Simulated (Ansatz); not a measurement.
Method: PBE0-D3(BJ)/def2-SVP in Ansatz (an electronic-structure program). No frequencies were computed at this level.

Ansatz 0.2 input:
```yaml
crystal:
  periodic: [false, false, false]
  atoms:
    - { symbol: B, position_ang: [3.790235, 0.08204, -0.170433] }
    - { symbol: C, position_ang: [2.256683, 0.049158, -0.104212] }
    - { symbol: C, position_ang: [1.392013, 1.163715, -0.117616] }
    - { symbol: C, position_ang: [0.067337, 0.744989, -0.038991] }
    - { symbol: C, position_ang: [-1.047151, 1.565688, -0.026322] }
    - { symbol: C, position_ang: [-2.384443, 1.206302, 0.051394] }
    - { symbol: C, position_ang: [-2.940024, -0.06377, 0.135006] }
    - { symbol: C, position_ang: [-2.324596, -1.308487, 0.163731] }
    - { symbol: C, position_ang: [-0.971624, -1.609396, 0.115948] }
    - { symbol: C, position_ang: [0.102683, -0.741094, 0.02781] }
    - { symbol: C, position_ang: [1.445811, -1.101857, -0.015355] }
    - { symbol: H, position_ang: [4.352408, 1.106215, -0.237001] }
    - { symbol: H, position_ang: [4.399628, -0.917281, -0.152168] }
    - { symbol: H, position_ang: [1.711584, 2.188465, -0.179567] }
    - { symbol: H, position_ang: [-0.840344, 2.629163, -0.084923] }
    - { symbol: H, position_ang: [-3.093195, 2.025538, 0.046262] }
    - { symbol: H, position_ang: [-4.022861, -0.087316, 0.185904] }
    - { symbol: H, position_ang: [-2.993649, -2.157615, 0.233101] }
    - { symbol: H, position_ang: [-0.714338, -2.662801, 0.152409] }
    - { symbol: H, position_ang: [1.813842, -2.111655, 0.015025] }
basis:
  gaussian: { orbitals: def2-svp }
hamiltonian:
  xc: pbe0
  dispersion: d3bj
relax:
  max_steps: 150
```

Output:

```
Functional definition: PBE0
2340 factors; integrals over basis functions are off by at most 3.9e-4 eV
mean field evaluation 1: about -11161.1274 eV, gradient 5.4e1 eV
mean field evaluation 2: about -11160.0184 eV, gradient 5.9e1 eV
mean field evaluation 4: about -11169.4985 eV, gradient 5.9e0 eV
mean field evaluation 8: about -11169.6949 eV, gradient 7.3e-1 eV
mean field evaluation 16: about -11169.6963 eV, gradient 9.8e-5 eV
mean field -11169.69626049 eV, -410.4787664808 hartree, gradient 2.5e-5 eV, S^2 0.000000; 0 other end points of the search recorded, 0 dependent functions left out
reference -11169.69629471 eV, -410.4787677387 hartree; 37, 37 occupied and 162, 162 virtual orbitals, 2340 factors
relax step   1: F+E_penalty+E_count = -11170.25203904 eV  Δ(F+E_penalty+E_count) = +0.000e0 eV  max|allowed force component| = 1.011e0 eV/Å  Δτ_max = 0.0000 Å  (31 SCF iters, accepted)
these checks for a lower state are left out or cut short: starts, cluster_reference, orbital_swaps, neighbouring_geometries, increment
2340 factors; integrals over basis functions are off by at most 4.0e-4 eV
mean field -11169.77288358 eV, -410.4815823276 hartree, gradient 1.8e-5 eV, S^2 0.000000; 0 other end points of the search recorded, 0 dependent functions left out
reference -11169.77291812 eV, -410.4815835968 hartree; 37, 37 occupied and 162, 162 virtual orbitals, 2340 factors
relax step   2: F+E_penalty+E_count = -11170.32708923 eV  Δ(F+E_penalty+E_count) = -7.505e-2 eV  max|allowed force component| = 3.173e-1 eV/Å  Δτ_max = 0.0322 Å  (36 SCF iters, accepted)
these checks for a lower state are left out or cut short: starts, cluster_reference, orbital_swaps, neighbouring_geometries, increment
2340 factors; integrals over basis functions are off by at most 4.0e-4 eV
mean field evaluation 32: about -11169.7793 eV, gradient 1.8e-5 eV
mean field -11169.77927596 eV, -410.4818172432 hartree, gradient 1.8e-5 eV, S^2 0.000000; 0 other end points of the search recorded, 0 dependent functions left out
reference -11169.77931060 eV, -410.4818185162 hartree; 37, 37 occupied and 162, 162 virtual orbitals, 2340 factors
relax step   3: F+E_penalty+E_count = -11170.33291888 eV  Δ(F+E_penalty+E_count) = -5.830e-3 eV  max|allowed force component| = 4.075e-2 eV/Å  Δτ_max = 0.0137 Å  (37 SCF iters, accepted)
these checks for a lower state are left out or cut short: starts, cluster_reference, orbital_swaps, neighbouring_geometries, increment
2340 factors; integrals over basis functions are off by at most 4.0e-4 eV
mean field -11169.77936570 eV, -410.4818205411 hartree, gradient 1.1e-5 eV, S^2 0.000000; 0 other end points of the search recorded, 0 dependent functions left out
reference -11169.77940034 eV, -410.4818218141 hartree; 37, 37 occupied and 162, 162 virtual orbitals, 2340 factors
relax step   4: F+E_penalty+E_count = -11170.33301970 eV  Δ(F+E_penalty+E_count) = -1.008e-4 eV  max|allowed force component| = 5.731e-3 eV/Å  Δτ_max = 0.0027 Å  (28 SCF iters, accepted)
2340 factors; integrals over basis functions are off by at most 4.0e-4 eV
mean field -11169.77936570 eV, -410.4818205411 hartree, gradient 1.1e-5 eV, S^2 0.000000; 1 other end points of the search recorded, 0 dependent functions left out
reference -11169.77940034 eV, -410.4818218141 hartree; 37, 37 occupied and 162, 162 virtual orbitals, 2340 factors
Total energy: -11170.33305434 eV, -410.5021682234 hartree
Atom 0 at     3.796709     0.082340    -0.172347 Å, force     0.005731     0.000082    -0.000228 eV/Å
Atom 1 at     2.263263     0.049099    -0.102853 Å, force    -0.005303    -0.000208     0.000391 eV/Å
Atom 2 at     1.401428     1.175565    -0.116161 Å, force     0.000059    -0.002781     0.000087 eV/Å
Atom 3 at     0.071288     0.747310    -0.037482 Å, force    -0.001248     0.001621     0.000203 eV/Å
Atom 4 at    -1.052814     1.570665    -0.025287 Å, force     0.000433    -0.000962     0.000018 eV/Å
Atom 5 at    -2.399400     1.214950     0.050838 Å, force     0.000253     0.000238     0.000228 eV/Å
Atom 6 at    -2.955758    -0.064105     0.134326 Å, force    -0.000603     0.000057    -0.000345 eV/Å
Atom 7 at    -2.339311    -1.317730     0.164339 Å, force     0.000307    -0.000285     0.000368 eV/Å
Atom 8 at    -0.977242    -1.614685     0.117381 Å, force     0.000420     0.001015    -0.000281 eV/Å
Atom 9 at     0.106659    -0.743439     0.029265 Å, force    -0.001348    -0.001826    -0.000041 eV/Å
Atom 10 at     1.455735    -1.113584    -0.013738 Å, force     0.000008     0.002897    -0.000157 eV/Å
Atom 11 at     4.383963     1.138493    -0.246343 Å, force     0.000689    -0.001177    -0.000124 eV/Å
Atom 12 at     4.433317    -0.947314    -0.153756 Å, force     0.000742     0.001222    -0.000046 eV/Å
Atom 13 at     1.723018     2.215809    -0.178094 Å, force     0.000384     0.000958    -0.000043 eV/Å
Atom 14 at    -0.843689     2.644595    -0.083754 Å, force    -0.000057    -0.000357    -0.000197 eV/Å
Atom 15 at    -3.113383     2.042925     0.044527 Å, force    -0.000224     0.000095     0.000246 eV/Å
Atom 16 at    -4.049447    -0.087792     0.184157 Å, force    -0.000239    -0.000182    -0.000203 eV/Å
Atom 17 at    -3.013246    -2.175844     0.233662 Å, force    -0.000444     0.000109     0.000062 eV/Å
Atom 18 at    -0.717426    -2.678445     0.154570 Å, force     0.000092     0.000314     0.000013 eV/Å
Atom 19 at     1.826336    -2.138813     0.016753 Å, force     0.000347    -0.000830     0.000050 eV/Å
Dipole moment:    -0.724809    -0.015715     0.032926 e Å
```

Cost: roughly 2.3 core-minutes.
